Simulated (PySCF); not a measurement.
PySCF input for C2H7FO2Si, SMILES C[C@@H](O)[Si@@H](O)F, PBE-D3(BJ)/def2-SVP. The structure is a stationary point at PBE-D3(BJ)/def2-SVP. The structure was generated by enumeration; whether it is a known compound was not checked. The values are those of a single conformer.

```python
import numpy as np
from pyscf import gto, scf, dft, df
from pyscf.hessian import thermo

mol = gto.M(
    atom='''
    C    -1.96809274    1.05083111    0.13851389
    C    -0.90914403    0.05632148    0.59578283
    O    -1.46998958   -1.26423480    0.51121923
    Si    0.63889750    0.06282966   -0.48489673
    O     1.60333212    1.36213689   -0.07890794
    F     1.40350595   -1.35180651   -0.10221188
    H    -2.88200453    0.94722972    0.75882578
    H    -2.25750503    0.86918275   -0.91696577
    H    -1.59738429    2.09134329    0.23046101
    H    -0.61525752    0.30678087    1.64741494
    H    -0.75629086   -1.89032922    0.74097599
    H     0.36571208   -0.00815024   -1.95851438
    H     2.36329163    1.54445403   -0.65800683
    ''',
    basis='def2-SVP',
    charge=0,
    spin=0,
    max_memory=1600,
    verbose=3,
)
mf = dft.RKS(mol, xc='pbe').density_fit(auxbasis='def2-universal-jkfit')
mf.disp = 'd3bj'
mf.grids.level = 3
mf.conv_tol = 1e-11
mf.max_cycle = 100
mf.kernel()

# [left out here: the lines that compute and print the analytic Hessian (its translational invariance restored by hand, since the grid's response is missing), thermochemistry and intensities]
```

Output:

```
converged SCF energy = -619.456227811944

WARN: DFTD3 does not support analytical Hessian, using finite difference


WARN: Mole.unit (angstrom) is changed to Bohr

Mode                                 0                   1                   2
Irrep
Freq [cm^-1]                       60.1825            114.4487            188.8037
Reduced mass [au]                   4.7146              5.1195              2.2265
Force const [Dyne/A]                0.0101              0.0395              0.0468
Char temp [K]                      86.5893            164.6662            271.6465
Normal mode                   x     y     z       x     y     z       x     y     z
       0   C                 0.05  0.05  0.09    0.08  0.03 -0.05   -0.03  0.01  0.07
       1   C                 0.00 -0.03  0.01    0.01 -0.03  0.00    0.02  0.00 -0.09
       2   O                -0.06 -0.01 -0.11   -0.09  0.01  0.08    0.01  0.01  0.02
       3  Si                -0.00 -0.03  0.01    0.00 -0.03 -0.00    0.03 -0.01 -0.08
       4   O                -0.05  0.03 -0.08   -0.10  0.02  0.06   -0.05  0.01  0.06
       5   F                 0.06  0.02  0.08    0.09  0.00 -0.07   -0.02 -0.01  0.06
       6   H                 0.04  0.05  0.08    0.08  0.16 -0.04    0.11  0.13  0.30
       7   H                 0.04  0.16  0.08    0.06 -0.01 -0.04   -0.29 -0.08  0.16
       8   H                 0.10  0.03  0.18    0.17  0.01 -0.13    0.04  0.00 -0.13
       9   H                 0.01 -0.14  0.03    0.02  0.01 -0.01    0.16  0.02 -0.13
      10   H                -0.11 -0.05 -0.07   -0.14 -0.03  0.11    0.04  0.02 -0.04
      11   H                -0.02 -0.13  0.02    0.00  0.00 -0.00    0.23 -0.04 -0.12
      12   H                -0.06  0.02 -0.10   -0.09  0.10  0.08    0.06  0.02  0.21
Mode                                 3                   4                   5
Irrep
Freq [cm^-1]                      226.6671            248.5651            270.5077
[...]
       4   O                 0.02  0.00 -0.01   -0.08 -0.09  0.00   -0.00 -0.00  0.00
       5   F                 0.02 -0.03  0.00    0.02 -0.05  0.01    0.00 -0.01  0.00
       6   H                -0.01 -0.17 -0.07   -0.04  0.03 -0.03    0.34 -0.28  0.29
       7   H                 0.06 -0.21  0.03    0.02 -0.01 -0.00   -0.34  0.12  0.03
       8   H                -0.38  0.26 -0.19   -0.02  0.02 -0.02   -0.13  0.06  0.14
       9   H                 0.28 -0.13 -0.04   -0.02 -0.04  0.01   -0.47  0.19  0.15
      10   H                 0.00 -0.05  0.04   -0.00  0.01  0.05    0.03  0.01 -0.00
      11   H                 0.15 -0.12 -0.01   -0.18 -0.33  0.06    0.15 -0.05 -0.04
      12   H                 0.06  0.16  0.10   -0.15 -0.27 -0.16   -0.00 -0.02 -0.00
Mode                                18                  19                  20
Irrep
Freq [cm^-1]                     1040.0988           1085.0067           1219.9492
Reduced mass [au]                   2.2324              2.5811              1.3035
Force const [Dyne/A]                1.4229              1.7903              1.1430
Char temp [K]                    1496.4706           1561.0831           1755.2353
Normal mode                   x     y     z       x     y     z       x     y     z
       0   C                -0.10  0.04 -0.08   -0.03 -0.08  0.01   -0.01  0.02  0.08
       1   C                 0.12 -0.10  0.07    0.07  0.17  0.01    0.06 -0.01 -0.08
       2   O                 0.03  0.03 -0.00   -0.05 -0.09 -0.02    0.02  0.00  0.02
       3  Si                -0.01  0.01  0.00   -0.01  0.01  0.00   -0.02  0.00 -0.00
       4   O                 0.00  0.00 -0.00   -0.00 -0.00 -0.00    0.00  0.00  0.00
       5   F                -0.00 -0.00  0.00    0.00 -0.01  0.00    0.00 -0.00  0.00
       6   H                -0.04  0.16  0.04   -0.05  0.21  0.02   -0.15  0.00 -0.13
       7   H                -0.25  0.29 -0.08    0.08  0.15 -0.06    0.22 -0.12  0.04
       8   H                -0.00  0.00  0.06    0.27 -0.18  0.09    0.03  0.03 -0.18
       9   H                 0.11 -0.00  0.05    0.15  0.30 -0.05   -0.65  0.17  0.06
      10   H                -0.29 -0.34 -0.04   -0.08 -0.14 -0.03   -0.23 -0.30 -0.05
      11   H                 0.05 -0.02 -0.01    0.03 -0.01  0.01    0.06 -0.00 -0.01
      12   H                 0.01  0.01  0.01   -0.00  0.00 -0.00    0.01  0.01  0.01
Mode                                21                  22                  23
Irrep
Freq [cm^-1]                     1255.8031           1315.5601           1353.3694
Reduced mass [au]                   1.2727              1.2416              1.4658
Force const [Dyne/A]                1.1825              1.2660              1.5818
Char temp [K]                    1806.8211           1892.7981           1947.1972
Normal mode                   x     y     z       x     y     z       x     y     z
       0   C                -0.04 -0.03 -0.02    0.04 -0.05  0.04    0.09 -0.07  0.01
       1   C                 0.10  0.04 -0.04    0.06 -0.07  0.01   -0.07  0.08 -0.02
       2   O                -0.03  0.00  0.02   -0.04 -0.00 -0.02    0.04  0.00  0.02
       3  Si                -0.01 -0.00  0.00   -0.01 -0.00  0.00    0.00  0.00 -0.00
       4   O                 0.00  0.00  0.00    0.00  0.00 -0.00   -0.00 -0.00  0.00
       5   F                 0.00 -0.00 -0.00    0.00  0.00 -0.00    0.00 -0.00 -0.00
       6   H                -0.01  0.11  0.05   -0.17  0.32 -0.18   -0.04  0.29 -0.11
       7   H                 0.02  0.17 -0.07   -0.12  0.30  0.02   -0.21  0.21  0.04
       8   H                 0.07 -0.06 -0.03   -0.36  0.12 -0.19   -0.40  0.11 -0.02
       9   H                -0.26 -0.67  0.21   -0.07  0.38 -0.05    0.02 -0.32  0.03
      10   H                 0.23  0.30  0.04    0.26  0.35  0.05   -0.26 -0.34 -0.05
      11   H                 0.05  0.00  0.00    0.01 -0.00  0.01   -0.00  0.00 -0.00
      12   H                 0.01  0.01  0.01    0.01  0.01  0.01   -0.00  0.00 -0.00
Mode                                24                  25                  26
Irrep
Freq [cm^-1]                     1401.9788           1430.3506           2181.4424
Reduced mass [au]                   1.0521              1.0457              1.0424
Force const [Dyne/A]                1.2184              1.2605              2.9225
Char temp [K]                    2017.1354           2057.9561           3138.6099
Normal mode                   x     y     z       x     y     z       x     y     z
       0   C                -0.00 -0.01  0.04    0.04  0.02  0.01    0.00  0.00 -0.00
       1   C                -0.03  0.01  0.02    0.02  0.02  0.00   -0.00 -0.00  0.00
       2   O                 0.01 -0.00 -0.00   -0.01 -0.00 -0.00    0.00  0.00  0.00
       3  Si                 0.00  0.00 -0.00   -0.00 -0.00  0.00   -0.01 -0.00 -0.03
       4   O                -0.00 -0.00  0.00    0.00  0.00 -0.00    0.00  0.00 -0.00
       5   F                -0.00  0.00  0.00    0.00 -0.00 -0.00   -0.00  0.00 -0.00
       6   H                 0.02 -0.45 -0.01   -0.32 -0.21 -0.52    0.00 -0.00  0.01
       7   H                 0.00  0.51 -0.06   -0.60 -0.14  0.20    0.00 -0.00 -0.00
       8   H                 0.19 -0.02 -0.65    0.29 -0.09  0.09   -0.00  0.00 -0.00
       9   H                 0.09 -0.04  0.00    0.00 -0.05  0.03    0.01  0.00 -0.01
      10   H                -0.03 -0.05 -0.02    0.03  0.04  0.00   -0.00 -0.00 -0.00
      11   H                -0.01 -0.00 -0.00    0.01  0.00  0.01    0.18  0.05  0.96
      12   H                -0.00 -0.00 -0.00    0.00  0.00  0.00   -0.00 -0.00 -0.00
Mode                                27                  28                  29
Irrep
Freq [cm^-1]                     2883.5138           2968.8153           3055.5307
Reduced mass [au]                   1.0828              1.0359              1.1038
Force const [Dyne/A]                5.3045              5.3795              6.0716
Char temp [K]                    4148.7343           4271.4642           4396.2284
Normal mode                   x     y     z       x     y     z       x     y     z
       0   C                 0.00  0.00  0.00    0.04 -0.03  0.02    0.03 -0.00 -0.08
       1   C                -0.02 -0.01 -0.08   -0.00  0.00 -0.00   -0.00 -0.00 -0.00
       2   O                -0.00 -0.00  0.00   -0.00  0.00 -0.00   -0.00 -0.00  0.00
       3  Si                -0.00 -0.00 -0.00   -0.00 -0.00  0.00   -0.00  0.00 -0.00
       4   O                 0.00  0.00 -0.00    0.00  0.00 -0.00    0.00  0.00  0.00
       5   F                 0.00 -0.00  0.00    0.00 -0.00 -0.00   -0.00 -0.00  0.00
       6   H                 0.02  0.00 -0.01   -0.48 -0.06  0.34   -0.57 -0.07  0.38
       7   H                -0.01 -0.01 -0.03   -0.14 -0.10 -0.56    0.17  0.11  0.62
       8   H                -0.01 -0.02 -0.00    0.18  0.48  0.05   -0.01 -0.04 -0.02
       9   H                 0.24  0.20  0.91    0.00 -0.00  0.01    0.01  0.01  0.04
      10   H                -0.00 -0.01  0.00    0.00 -0.00  0.00    0.00 -0.00  0.00
      11   H                 0.00 -0.00  0.00    0.00  0.00 -0.00   -0.00 -0.00  0.00
      12   H                 0.00  0.00  0.00    0.00  0.00  0.00    0.00  0.00 -0.00
Mode                                30                  31                  32
Irrep
Freq [cm^-1]                     3072.3676           3677.9844           3767.8048
Reduced mass [au]                   1.1035              1.0666              1.0670
Force const [Dyne/A]                6.1370              8.5012              8.9243
Char temp [K]                    4420.4529           5291.8007           5421.0323
Normal mode                   x     y     z       x     y     z       x     y     z
       0   C                 0.05  0.07  0.02    0.00  0.00  0.00   -0.00 -0.00  0.00
       1   C                 0.00  0.00  0.00   -0.00 -0.00 -0.00    0.00 -0.00 -0.00
       2   O                -0.00 -0.00  0.00   -0.04  0.04 -0.01    0.00 -0.00  0.00
       3  Si                -0.00  0.00  0.00    0.00 -0.00 -0.00   -0.00  0.00  0.00
       4   O                 0.00 -0.00 -0.00   -0.00 -0.00  0.00   -0.05 -0.01  0.03
       5   F                -0.00 -0.00  0.00   -0.00  0.00 -0.00    0.00  0.00 -0.00
       6   H                -0.25 -0.02  0.18    0.00 -0.00 -0.00    0.00  0.00 -0.00
       7   H                -0.09 -0.05 -0.37    0.00 -0.00  0.00   -0.00 -0.00  0.00
       8   H                -0.27 -0.76 -0.07   -0.00 -0.00 -0.00   -0.00  0.00  0.00
       9   H                -0.01 -0.00 -0.02   -0.00 -0.00 -0.00    0.00  0.00  0.00
      10   H                -0.00 -0.00 -0.00    0.70 -0.63  0.23   -0.00  0.00 -0.00
      11   H                 0.00 -0.00 -0.00   -0.00  0.00  0.00    0.00  0.00  0.00
      12   H                 0.00 -0.00 -0.00    0.00  0.00 -0.00    0.76  0.20 -0.56
temperature 298.1500 [K]
pressure 101325.00 [Pa]
Rotational constants [GHz] 3.84431 2.22278 1.54093
Symmetry number 1
Zero-point energy (ZPE) 0.09335 [Eh]   245082.946 [J/mol]
                           tot       elec      trans        rot        vib
Entropy [J/mol/K]       371.776      0.000    167.387    115.446     88.944
Cv [J/mol/K]            123.275      0.000     12.472     12.472     98.331
Cp [J/mol/K]            131.589      0.000     20.786     12.472     98.331
Internal energy [J/mol]                      3718.434   3718.434 259835.204
Internal energy [Eh]   -619.35443  -619.45623
Enthalpy [J/mol]                             6197.391   3718.434 259835.204
Enthalpy [Eh]          -619.35349
Gibbs free energy [J/mol]                  -43708.988 -30701.768 233316.653
Gibbs free energy [Eh] -619.39570
mode   freq/cm-1   IR/(km/mol)
   1       60.18         2.586
   2      114.45         0.737
   3      188.80        10.613
   4      226.67        45.543
   5      248.57        12.159
   6      270.51        42.127
   7      322.17        16.283
   8      339.52        46.833
   9      413.93        99.380
  10      441.34         8.559
  11      656.98        59.337
  12      728.41       127.989
  13      781.97        62.609
  14      814.50        12.701
  15      854.22       152.655
  16      896.49        70.817
  17      935.34       149.152
  18      971.05        17.913
  19     1040.10        46.689
  20     1085.01        29.686
  21     1219.95        22.156
  22     1255.80        35.105
  23     1315.56        18.718
  24     1353.37         9.759
  25     1401.98         7.093
  26     1430.35         3.040
  27     2181.44       131.359
  28     2883.51        39.098
  29     2968.82        16.757
  30     3055.53        13.903
  31     3072.37        10.629
  32     3677.98        34.559
  33     3767.80        80.407
max |gradient| / (hartree/bohr): 0.00022289382747670458
APT charges: [ 1.3800e-02  1.9120e-01 -5.8830e-01  1.6122e+00 -8.0040e-01 -6.3250e-01
 -9.7000e-03  7.0000e-04  1.6700e-02 -8.0500e-02  2.6880e-01 -2.8300e-01
  2.9110e-01]
```

The calculation finished and met its thresholds.

Cost: about 3 core-minutes (a rough figure).
